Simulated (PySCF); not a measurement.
Geometry:
| atom | x (Å) | y (Å) | z (Å) |
| --- | --- | --- | --- |
| C1 | -0.347 | 1.452 | 0.146 |
| C2 | -0.230 | 0.044 | -0.399 |
| C3 | -1.101 | -0.974 | 0.307 |
| S4 | 1.481 | -0.493 | -0.456 |
| O5 | 1.542 | -1.846 | -0.901 |
| O6 | 2.278 | 0.518 | -1.069 |
| Cl7 | 1.982 | -0.508 | 1.541 |
| H8 | 0.319 | 2.141 | -0.374 |
| H9 | -1.375 | 1.794 | 0.013 |
| H10 | -0.115 | 1.477 | 1.212 |
| H11 | -0.443 | 0.039 | -1.477 |
| H12 | -0.877 | -1.003 | 1.375 |
| H13 | -0.968 | -1.973 | -0.107 |
| H14 | -2.147 | -0.683 | 0.187 |

- coordinates at the PBE0-D3(BJ)/def2-TZVP level
- GIAO B97-2/pcSseg-2 shieldings
- run in PySCF 2.14
- no solvent, relativity neglected, fast rotation and ring inversion assumed for equivalent nuclei, one computed conformer

δ = σ(ref) − σ, references computed at the same level: TMS for 13C (σ = 185.38 ppm), 1H (σ = 31.64 ppm); 33S (σ = 517.10 ppm) vs CS2; 17O (σ = 327.66 ppm) vs H2O; HCl for 35Cl (σ = 941.52 ppm).

```tsv
atoms	nucleus	count	δ (ppm)
H11	1H	1	?
O5/O6	17O	2	278.5
H8/H9/H10/H12/H13/H14	1H	6	?
C2	13C	1	69.8
Cl7	35Cl	1	494
S4	33S	1	391
C1/C3	13C	2	19.0
```

Q: Complete the table.

A: 
- H11: 3.20 ppm, hydrogen on an sp3 CH bonded to S
- H8/H9/H10/H12/H13/H14: 1.46 ppm, hydrogen on a methyl carbon

Shifts are as computed. Against solution values, carbons near 30 ppm lie about +3 ppm off and those near 130 ppm about +7 ppm. Of 1211 compounds with measured shifts, 218 miss one by over three times the rms of a fit or turn the order of signals round; such compounds aren't used in these exercises. Unscaled 17O shifts of doubly bonded oxygen tend to come out too high, by tens of ppm or more. Experimental scales use liquid or dissolved standards, which lie at an offset from isolated H2O (liquid H2O: subtract about 36 ppm).
